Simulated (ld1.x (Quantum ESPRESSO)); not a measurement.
## What one change does to a pseudopotential (Ga (Z = 31), RRKJ)

```json
{
 "Element": "gallium",
 "Generator": "ld1.x (Quantum ESPRESSO) 7.5",
 "Type": "norm-conserving RRKJ (Kleinman–Bylander form)",
 "Functional": "LDA (PZ)",
 "Relativity": "fully relativistic",
 "Frozen core": "[Ar]",
 "Valence charge": "13",
 "Reference configuration": "3d10 4s2 4p0 (charge +1)",
 "Partial waves": "4p (bound, empty): rc 2.55 bohr; 3d (bound): rc 0.60 bohr; 4s (bound): rc 1.35 bohr",
 "Local potential": "the s channel",
 "Core correction": "Bessel-smoothed model core, default radius (core density twice the valence density)",
 "rho0": "0.01"
}
```

Open shells are filled in proportion to 2j + 1 (rel_dist='average').

Change: wave 4s (bound): rc 1.35 bohr becomes 4s (bound): rc 1.72 bohr.

Cutoffs: the cutoffs (Ry, on a coarse ladder) from which the occupation-weighted sum of valence levels, in a spherical-Bessel basis at the reference potential, stays within 10 and 1 mRy of its value at 400 Ry; they do not see the model core or the augmentation charge, which bear on the density cutoff. Errors are all-electron minus pseudo energies relative to the spin-unpolarised reference configuration.

Q: Predict the effect on cutoff, ghosts and configuration errors.

A: The bound ghost in p disappears; of the 7 tests that both files solve, the error grows in 3 and shrinks in 2 by more than 15 % and 0.3 meV (median size 2.9 → 4.1 meV); the range in which the p3/2 phases agree widens (upper end 2.6 → at the end of the scan).

| quantity | base | changed |
| --- | --- | --- |
| cutoff, loose | over 300 Ry | over 300 Ry |
| cutoff, tight | over 300 Ry | over 300 Ry |
| loose cutoff by channel (10 mRy a level) | d over 300 Ry, s 40 Ry | d over 300 Ry, s 12 Ry |
| bound ghosts | p1/2 | none |
| error for 3d10 4s2 4p1, meV [ΔE -5.89 eV] | -1.0 | -0.2 |
| error for 3d10 4s1 4p0, meV [ΔE 21.50 eV] | -2.9 | -8.7 |
| error for 3d10 4s0 4p0, meV [ΔE 53.10 eV] | -35 | -58 |
| error for 3d10 4s1 4p1, meV [ΔE 7.45 eV] | -3.1 | -4.1 |
| error for 3d10 4s0 4p3, meV [ΔE 7.65 eV] | -15 | -15 |
| error for 3d10 4s2 4p1.3, meV [ΔE -6.47 eV] | -1.5 | -0.3 |
| error for 3d10 4s2 4p0.5, meV [ΔE -3.77 eV] | -0.3 | -0.1 |
| s: phases at 2.75 bohr within 0.05 rad from the reference energy up to (Ry; the scan ends near 5) | 1.1 | 1.6 |
| p1/2: phases at 2.75 bohr within 0.05 rad from the reference energy up to (Ry; the scan ends near 5) | 2.2 | 3.0 |
| p3/2: phases at 2.75 bohr within 0.05 rad from the reference energy up to (Ry; the scan ends near 5) | 2.6 | to the end of the scan |
| d3/2: phases at 2.75 bohr within 0.05 rad from the reference energy up to (Ry; the scan ends near 5) | -0.2 | -0.2 |
| d5/2: phases at 2.75 bohr within 0.05 rad from the reference energy up to (Ry; the scan ends near 5) | -0.2 | -0.2 |

 A true bound ghost makes a file unfit for plane-wave use even where its test errors are small: the radial tests pick states by their node count and pass the ghost by.
